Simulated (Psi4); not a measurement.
Psi4 input (wB97X-D/6-31G*):

```
memory 1500 MB

molecule {
1 2
Li   -1.02562525   -0.63876841   -0.86919036
O     0.28597198    0.13039418    0.24605443
H     0.78909988    0.87315175    0.63913559
symmetry c1
no_reorient
no_com
}

set {
  basis 6-31G*
  reference uks
  scf_type pk
  dft_radial_points 99
  dft_spherical_points 590
  e_convergence 1e-8
  d_convergence 1e-7
  maxiter 150
}

e = energy('wb97x-d')
print_out(f'\nFINAL {e:.10f} DIPOLE {variable("CURRENT DIPOLE")[0]:.6f} {variable("CURRENT DIPOLE")[1]:.6f} {variable("CURRENT DIPOLE")[2]:.6f}\n')
```

Output:

```
   => Loading Basis Set <=

    Name: 6-31G*
    Role: ORBITAL
    Keyword: BASIS
    atoms 1 entry LI         line    60 file 6-31gs.gbs
    atoms 2 entry O          line   145 file 6-31gs.gbs
    atoms 3 entry H          line    44 file 6-31gs.gbs

   => WB97X-D: Empirical Dispersion <=

    Chai and Head-Gordon Dispersion Correction
    Chai, J.-D.; Head-Gordon, M. (2010), J. Chem. Phys., 132: 6615-6620

        s6 =       1.000000

         ---------------------------------------------------------
                                   SCF
               by Justin Turney, Rob Parrish, Andy Simmonett
                          and Daniel G. A. Smith
                              UKS Reference
         ---------------------------------------------------------

  ==> Geometry <==

    Molecular point group: c1
    Full point group: C1

    Geometry (in Angstrom), charge = 1, multiplicity = 2:

       Center              X                  Y                   Z               Mass
    ------------   -----------------  -----------------  -----------------  -----------------
         LI          -1.025625250000    -0.638768410000    -0.869190360000     7.016003436600
         O            0.285971980000     0.130394180000     0.246054430000    15.994914619570
         H            0.789099880000     0.873151750000     0.639135590000     1.007825032230

  Running in c1 symmetry.

  Rotational constants: A =    108.27668  B =      0.85382  C =      0.84714 [cm^-1]
  Rotational constants: A = 3246053.30797  B =  25596.93591  C =  25396.66905 [MHz]
  Nuclear repulsion =   11.623883629835708

  Charge       = 1
  Multiplicity = 2
  Electrons    = 11
  Nalpha       = 6
  Nbeta        = 5

  ==> Algorithm <==

  SCF Algorithm Type is PK.
  DIIS enabled.
  MOM disabled.
  Fractional occupation disabled.
  Guess Type is SAD.
  Energy threshold   = 1.00e-08
  Density threshold  = 1.00e-07
  Integral threshold = 1.00e-12

  ==> Primary Basis <==

  Basis Set: 6-31G*
    Blend: 6-31G*
    Number of shells: 14
    Number of basis functions: 32
    Number of Cartesian functions: 32
    Spherical Harmonics?: false
    Max angular momentum: 2

  ==> DFT Potential <==

   => LibXC <=

    Version 7.1.2
    S. Lehtola, C. Steigemann, M. J. T. Oliveira, and M. A. L. Marques,  SoftwareX 7, 1–5 (2018) (10.1016/j.softx.2017.11.002)

   => Composite Functional: WB97X-D <=

    wB97X-D Hyb-GGA Exchange-Correlation Functional

    J.-D. Chai and M. Head-Gordon,  Phys. Chem. Chem. Phys. 10, 6615–6620 (2008) (10.1039/B810189B)

    Deriv               =              1
    GGA                 =           TRUE
    Meta                =          FALSE

    Exchange Hybrid     =           TRUE
    MP2 Hybrid          =          FALSE

   => Exchange-Correlation Functionals <=

    1.0000   wB97X-D range-separated functional

   => Exact (HF) Exchange <=

    0.7780            HF,LR [omega = 0.2000]
    0.2220               HF

   => LibXC Density Thresholds  <==

    XC_HYB_GGA_XC_WB97X_D:  1.00E-14

   => Molecular Quadrature <=

    Radial Scheme          =       TREUTLER
    Pruning Scheme         =           NONE
    Nuclear Scheme         =       TREUTLER

    Blocking Scheme        =         OCTREE
    BS radius alpha        =              1
    Pruning alpha          =              1
    Radial Points          =             99
    Spherical Points       =            590
    Total Points           =         168569
    Total Blocks           =           1309
    Max Points             =            256
    Max Functions          =             32
    Weights Tolerance      =       1.00E-15

  ==> Integral Setup <==

  Using in-core PK algorithm.
   Calculation information:
      Number of atoms:                   3
      Number of AO shells:              14
      Number of primitives:             34
      Number of atomic orbitals:        32
      Number of basis functions:        32

      Integral cutoff                 1.00e-12
      Number of threads:                 1

  Performing in-core PK
  Using 418968 doubles for integral storage.
  We computed 5565 shell quartets total.
  Whereas there are 5565 unique shell quartets.

  Computing range-separated integrals for PK
  We computed 5565 wK shell quartets total.
  Whereas there are 5565 wK unique shell quartets.

  ==> DiskJK: Disk-Based J/K Matrices <==

    J tasked:                  Yes
    K tasked:                  Yes
    wK tasked:                 Yes
    Omega:               2.000E-01
    Schwarz Cutoff:          1E-12


  Cached 100.0% of DFT collocation blocks in 0.147 [GiB].

  Minimum eigenvalue in the overlap matrix is 6.6966745095E-03.
  Reciprocal condition number of the overlap matrix is 1.2951379660E-03.
    Using symmetric orthogonalization.

  ==> Pre-Iterations <==

  SCF Guess: Superposition of Atomic Densities via on-the-fly atomic UHF (no occupation information).

   -------------------------
    Irrep   Nso     Nmo
   -------------------------
     A         32      32
   -------------------------
    Total      32      32
   -------------------------

  ==> Iterations <==

                        Total Energy        Delta E     RMS |[F,P]|

   @UKS iter SAD:   -82.64366172065252   -8.26437e+01   0.00000e+00
   @UKS iter   1:   -83.00103642972313   -3.57375e-01   8.44038e-03 ADIIS/DIIS
   @UKS iter   2:   -83.01626002852485   -1.52236e-02   6.51566e-03 ADIIS/DIIS
   @UKS iter   3:   -83.03179092264747   -1.55309e-02   5.53733e-04 ADIIS/DIIS
   @UKS iter   4:   -83.03195964031119   -1.68718e-04   1.11614e-04 ADIIS/DIIS
   @UKS iter   5:   -83.03197235250153   -1.27122e-05   2.93994e-05 DIIS
   @UKS iter   6:   -83.03197360789432   -1.25539e-06   4.08225e-06 DIIS
   @UKS iter   7:   -83.03197363426943   -2.63751e-08   7.02634e-07 DIIS
   @UKS iter   8:   -83.03197363509676   -8.27328e-10   1.20996e-07 DIIS
   @UKS iter   9:   -83.03197363511751   -2.07478e-11   2.40392e-08 DIIS
  Energy and wave function converged.

  ==> Post-Iterations <==

   Electrons on quadrature grid:
      Nalpha   =    5.9999999999 ; deviation = -7.639e-11
      Nbeta    =    5.0000000695 ; deviation = 6.949e-08
      Ntotal   =   11.0000000694 ; deviation = 6.941e-08

   @Spin Contamination Metric:   2.435598930E-03
   @S^2 Expected:                7.500000000E-01
   @S^2 Observed:                7.524355989E-01
   @S   Expected:                5.000000000E-01
   @S   Observed:                5.000000000E-01

    Orbital Energies [Eh]
    ---------------------

    Alpha Occupied:

       1A    -19.605374     2A     -2.379559     3A     -1.375345
       4A     -0.844076     5A     -0.760320     6A     -0.691555

    Alpha Virtual:

       7A     -0.158908     8A     -0.098283     9A     -0.093765
      10A     -0.087669    11A      0.008308    12A      0.028912
      13A      0.037259    14A      0.040812    15A      0.097120
      16A      0.346868    17A      0.347018    18A      0.354327
      19A      0.355363    20A      0.512730    21A      0.707046
      22A      0.768850    23A      0.811250    24A      0.961597
      25A      1.041820    26A      1.293057    27A      1.564691
      28A      1.583327    29A      1.635138    30A      1.658004
      31A      2.239487    32A      3.548241

    Beta Occupied:

       1A    -19.583275     2A     -2.379674     3A     -1.298575
       4A     -0.816344     5A     -0.661292

    Beta Virtual:

       6A     -0.336611     7A     -0.156135     8A     -0.093752
       9A     -0.084732    10A     -0.082966    11A      0.012949
      12A      0.032680    13A      0.037708    14A      0.043337
      15A      0.100837    16A      0.347863    17A      0.348786
      18A      0.354803    19A      0.368955    20A      0.518422
      21A      0.716249    22A      0.826603    23A      0.855656
      24A      0.971950    25A      1.050384    26A      1.309354
      27A      1.625952    28A      1.626379    29A      1.690968
      30A      1.695834    31A      2.264182    32A      3.588249

    Final Occupation by Irrep:
              A
    DOCC [     5 ]
    SOCC [     1 ]
    NA   [     6 ]
    NB   [     5 ]

  @UKS Final Energy:   -83.03197363511751

   => Energetics <=

    Nuclear Repulsion Energy =             11.6238836298357082
    One-Electron Energy =                -133.8732135723027454
    Two-Electron Energy =                  46.5879926876252810
    DFT Exchange-Correlation Energy =      -7.3700012638510639
    Empirical Dispersion Energy =          -0.0006351164246704
    VV10 Nonlocal Energy =                  0.0000000000000000
    Total Energy =                        -83.0319736351174953

  UHF NO Occupations:
  HONO-2 :    4  A 1.9996893
  HONO-1 :    5  A 1.9993046
  HONO-0 :    6  A 1.0000000
  LUNO+0 :    7  A 0.0006954
  LUNO+1 :    8  A 0.0003107
  LUNO+2 :    9  A 0.0002118
  LUNO+3 :   10  A 0.0000002

Computation Completed

Properties will be evaluated at   0.000000,   0.000000,   0.000000 [a0]

Properties computed using the SCF density matrix

 Multipole Moments:

 ------------------------------------------------------------------------------------
     Multipole            Electronic (a.u.)      Nuclear  (a.u.)        Total (a.u.)
 ------------------------------------------------------------------------------------

 L = 1.  Multiply by 2.5417464519 to convert [e a0] to [Debye]
 Dipole X            :         -1.3010803           -0.0000001           -1.3010804
 Dipole Y            :         -0.4612773           -0.0000001           -0.4612774
 Dipole Z            :         -1.1297048           -0.0000001           -1.1297049
 Magnitude           :                                                    1.7837657

 ------------------------------------------------------------------------------------

FINAL -83.0319736351 DIPOLE -1.301080 -0.461277 -1.129705

*** Psi4 exiting successfully. Buy a developer a beer!
```

The dipole moment of an ion depends on the origin.
